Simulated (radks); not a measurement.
Task: Ionisation of the praseodymium ion Pr52+, [He] 2s2 2p3, to [He] 2s2 2p2 as the strength of local exchange is varied. Method: scalar-relativistic Kohn-Sham, Slater X-alpha exchange (alpha = 2/3 is LDA exchange), no correlation, spin-polarised, spherical densities, point nucleus; open shells are filled with parallel spins first (spin-orbit coupling, left out, can overturn this in heavy ions); computed with a radial shooting solver on a logarithmic mesh with Libxc functionals.

alpha  E(Pr52+) (hartree)  exchange (hartree)  IE (eV)  -e of the level emptied (eV)  <r> of it (bohr)
0.595          -5643.9143            -63.1235  10342.3                  10213.1 (2p)           0.08657
0.601          -5644.5541            -63.7649  10344.6                  10215.5 (2p)           0.08656
0.667          -5651.5952            -70.8263  10370.0                  10241.8 (2p)           0.08646
0.826          -5668.5822            -87.8859  10431.3                  10305.2 (2p)           0.08621
0.866          -5672.8610            -92.1883  10446.7                  10321.2 (2p)           0.08614
x              -5688.3899           -107.8205  10502.8                  10379.3 (2p)           0.08592

Which alpha was used in the last row?

Result: alpha = 1.011. NIST Atomic Spectra Database: 10175 eV (theoretical). The central value is not met in this range of alpha. Open shells are spherical and high-spin; term and fine-structure splittings are not resolved. Spin-orbit splitting is averaged out at the scalar-relativistic level.
